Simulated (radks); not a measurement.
Radial electron density D(r) = 4 pi r^2 rho(r) of an atom or ion with 39 electrons. All-electron calculation, scalar-relativistic Kohn-Sham, PBEsol, spin-polarised, spherical densities, point nucleus. Program: a radial shooting solver on a logarithmic mesh with Libxc functionals.

```
   r/bohr * D(r) (the largest magnitude, 60.8, reaches the edge; | marks zero)
 0.003051 |    *
 0.004338 |       *
 0.006169 |             *
 0.008842 |                     *
  0.01257 |                               *
  0.01788 |                                        *
  0.02562 |                                            *
  0.03643 |                                         *
   0.0518 |                                     *
  0.07425 |                                           *
   0.1056 |                                                      *
   0.1501 |                                                *
   0.2152 |                                 *
    0.306 |                                     *
   0.4351 |                                     *
   0.6236 |                 *
   0.8867 |        *
    1.261 |       *
    1.807 |   *
     2.57 |*
    3.654 *
    5.195 *
    7.446 *
    10.59 *
    15.06 *
    21.58 *
    30.68 *
    43.63 *
```

What is the nuclear charge?

Answer. Z = 40. The innermost maximum, from 1s, lies near gamma/Z bohr with gamma = sqrt(1 - (Z/c)^2) = 0.956, here 0.0239 bohr (found: 0.0260), and its height grows with Z. The density is that of the zirconium ion Zr+ in [Kr] 4d2 7f1; the configuration itself is not fixed sharply by these data, and Z only to a few units. D(r) has 6 maxima, at r = 0.0260, 0.115, 0.368, 10.3, 19.1, 34.6 bohr, and minima at 0.0526, 0.235 bohr, inside which lie 2.04, 11.06 electrons.
